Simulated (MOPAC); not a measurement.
MOPAC input (AM1):

```
AM1 PRECISE GNORM=0.05 LET XYZ CHARGE=-1 GEO-OK AUX(PRECISION=9) THREADS=1
H2BS3

S    -0.25938400 1    1.85037200 1   -0.10286500 1
B    -0.02007600 1    0.14321800 1   -0.00796200 1
S     1.69434800 1   -0.60639400 1   -0.13030600 1
S    -1.46499800 1   -1.02972500 1    0.22126000 1
H     1.42259800 1   -1.92037000 1   -0.01079300 1
H    -0.84167600 1   -2.22376600 1    0.24117100 1
```

Output:

```
 *******************************************************************************
 **                                                                           **
 **                              MOPAC v23.2.5                                **
 **                                                                           **
 *******************************************************************************
 ** MOPAC's Digital Object Identifier: https://doi.org/10.5281/zenodo.6511958 **
 **                                                                           **
 ** Please cite the open-source release paper for use of this MOPAC version:  **
 ** J. E. Moussa and J. J. P. Stewart (2026)                                  **
 ** MOPAC: An open-source semiempirical molecular orbital program             **
 ** J. Open Source Softw., 11(119), 8025, https://doi.org/10.21105/joss.08025 **
 *******************************************************************************

                              AM1 CALCULATION RESULTS

 *******************************************************************************
 *  AM1        - The AM1 Hamiltonian to be used
 *  GEO-OK     - OVERRIDE INTERATOMIC DISTANCE AND OTHER SAFETY CHECKS
 *
 *
 *
 *                 CHARGE ON SYSTEM = -1
 *
 *
 *
 *  LET        - OVERRIDE SOME SAFETY CHECKS
 *  PRECISE    - TIGHTER CRITERIA TO BE USED
 *  XYZ        - CARTESIAN COORDINATE SYSTEM TO BE USED
 *  GNORM      - EXIT WHEN GRADIENT NORM DROPS BELOW 0.050
 *  AUX        - OUTPUT AUXILIARY INFORMATION
 *******************************************************************************
AM1 PRECISE GNORM=0.05 LET XYZ CHARGE=-1 GEO-OK AUX(PRECISION=9) THREADS=1
 H2BS3

   ATOM   CHEMICAL          X               Y               Z
  NUMBER   SYMBOL      (ANGSTROMS)     (ANGSTROMS)     (ANGSTROMS)

     1       S         -0.25938400  *   1.85037200  *  -0.10286500  *
     2       B         -0.02007600  *   0.14321800  *  -0.00796200  *
     3       S          1.69434800  *  -0.60639400  *  -0.13030600  *
     4       S         -1.46499800  *  -1.02972500  *   0.22126000  *
     5       H          1.42259800  *  -1.92037000  *  -0.01079300  *
     6       H         -0.84167600  *  -2.22376600  *   0.24117100  *

          CARTESIAN COORDINATES

    NO.       ATOM           X           Y           Z

     1         S         -0.2594      1.8504     -0.1029
     2         B         -0.0201      0.1432     -0.0080
     3         S          1.6943     -0.6064     -0.1303
     4         S         -1.4650     -1.0297      0.2213
     5         H          1.4226     -1.9204     -0.0108
     6         H         -0.8417     -2.2238      0.2412

  H: (AM1): M.J.S. DEWAR ET AL, J. AM. CHEM. SOC. 107 3902-3909 (1985)
  B: (AM1): M.J.S. DEWAR ET AL, ORGANOMETALLICS, 7, 513-521 (1988)
  S: (AM1): M.J.S. DEWAR, Y-C YUAN, INORGANIC CHEMISTRY, 29, 3881:3890,  (1990)

           Empirical Formula: H2 S3 B  =     6 atoms

      MOLECULAR POINT GROUP   :   C2v

      RHF CALCULATION, NO. OF DOUBLY OCCUPIED LEVELS = 12

          Geometry optimization using EF

          DIAGONAL MATRIX USED AS START HESSIAN

 CYCLE:     1  GRAD.:    89.996 HEAT: -71.73990
 CYCLE:     2  GRAD.:    68.398 HEAT: -76.95461
 CYCLE:     3  GRAD.:   146.559 HEAT: -69.12525
 CYCLE:     4  GRAD.:    26.126 HEAT: -78.95156
 CYCLE:     5  GRAD.:    14.385 HEAT: -79.31700
 CYCLE:     6  GRAD.:     3.009 HEAT: -79.41109
 CYCLE:     7  GRAD.:     5.784 HEAT: -79.39790
 CYCLE:     8  GRAD.:     0.480 HEAT: -79.41846
 CYCLE:     9  GRAD.:     0.407 HEAT: -79.41953
 CYCLE:    10  GRAD.:     0.435 HEAT: -79.42256
 CYCLE:    11  GRAD.:     0.240 HEAT: -79.42326
 CYCLE:    12  GRAD.:     1.040 HEAT: -79.42282
 CYCLE:    13  GRAD.:     0.009 HEAT: -79.42329

     GRADIENT =  0.00858 IS LESS THAN CUTOFF =  0.05000

 -------------------------------------------------------------------------------
 AM1 PRECISE GNORM=0.05 LET XYZ CHARGE=-1 GEO-OK AUX(PRECISION=9) THREADS=1
 H2BS3

     GEOMETRY OPTIMISED USING EIGENVECTOR FOLLOWING (EF).
     SCF FIELD WAS ACHIEVED

                              AM1 CALCULATION
                                                       MOPAC v23.2.5 Linux

          FINAL HEAT OF FORMATION =        -79.42329 KCAL/MOL =    -332.30704 KJ/MOL

          COSMO AREA              =        126.64 SQUARE ANGSTROMS
          COSMO VOLUME            =        118.25 CUBIC ANGSTROMS

          GRADIENT NORM           =          0.00858          =       0.00350 PER ATOM
          IONIZATION POTENTIAL    =          3.543775 EV
          HOMO LUMO ENERGIES (EV) =         -3.544  4.878
          NO. OF FILLED LEVELS    =         12
          MOLECULAR WEIGHT        =        109.0058         POINT GROUP:  C2v

          MOLECULAR DIMENSIONS (Angstroms)

            Atom       Atom       Distance
            H     5    S     1     3.96199
            H     6    S     3     2.96215
            S     4    S     1     0.00000

          SCF CALCULATIONS        =         14

   ATOM   CHEMICAL          X               Y               Z
  NUMBER   SYMBOL      (ANGSTROMS)     (ANGSTROMS)     (ANGSTROMS)

     1       S         -0.24301933  *   1.73364374  *  -0.09637610  *
     2       B         -0.01632464  *   0.11644207  *  -0.00647316  *
     3       S          1.62634996  *  -0.55937793  *  -0.12666141  *
     4       S         -1.41244553  *  -0.96655844  *   0.21149013  *
     5       H          1.43296657  *  -1.85550835  *  -0.01638202  *
     6       H         -0.86951375  *  -2.16402105  *   0.23983332  *

                             CARTESIAN COORDINATES

   1    S       -0.243019333     1.733643741    -0.096376098
   2    B       -0.016324641     0.116442066    -0.006473155
   3    S        1.626349964    -0.559377933    -0.126661409
   4    S       -1.412445525    -0.966558443     0.211490131
   5    H        1.432966571    -1.855508349    -0.016382018
   6    H       -0.869513751    -2.164021052     0.239833323

           Empirical Formula: H2 S3 B  =     6 atoms

      MOLECULAR POINT GROUP   :   C2v

                  EIGENVALUES
 -20.30651 -15.16878 -13.91897 -10.96847 -10.40711  -8.59579  -7.28617  -6.58089
  -6.41668  -5.00588  -4.03815  -3.54378   4.87812   5.13579   5.53958   6.11677
   7.54674   7.65258

              NET ATOMIC CHARGES AND DIPOLE CONTRIBUTIONS

  ATOM NO.   TYPE          CHARGE      No. of ELECS.   s-Pop       p-Pop
    1          S          -0.490762        6.4908     1.90143     4.58933
    2          B          -0.132441        3.1324     1.17141     1.96103
    3          S          -0.166540        6.1665     1.87292     4.29362
    4          S          -0.166534        6.1665     1.87292     4.29362
    5          H          -0.021861        1.0219     1.02186
    6          H          -0.021862        1.0219     1.02186
 DIPOLE           X         Y         Z       TOTAL
 POINT-CHG.     0.329    -2.348     0.131     2.374
 HYBRID         0.373    -2.658     0.148     2.688
 SUM            0.702    -5.006     0.278     5.063

          ATOMIC ORBITAL ELECTRON POPULATIONS

     Atom    s        px        py        pz
    1  S   1.90143   1.80841   1.08990   1.69102
    2  B   1.17141   0.68732   0.78998   0.48372
    3  S   1.87292   1.35163   1.03755   1.90443
    4  S   1.87292   1.33879   1.04983   1.90500
    5  H   1.02186
    6  H   1.02186

 **********************
 *                    *
 * JOB ENDED NORMALLY *
 *                    *
 **********************

 == MOPAC DONE ==
```

The dipole moment of an ion depends on the origin.

The geometry given is a B3LYP-D3(BJ)/def2-TZVP minimum.
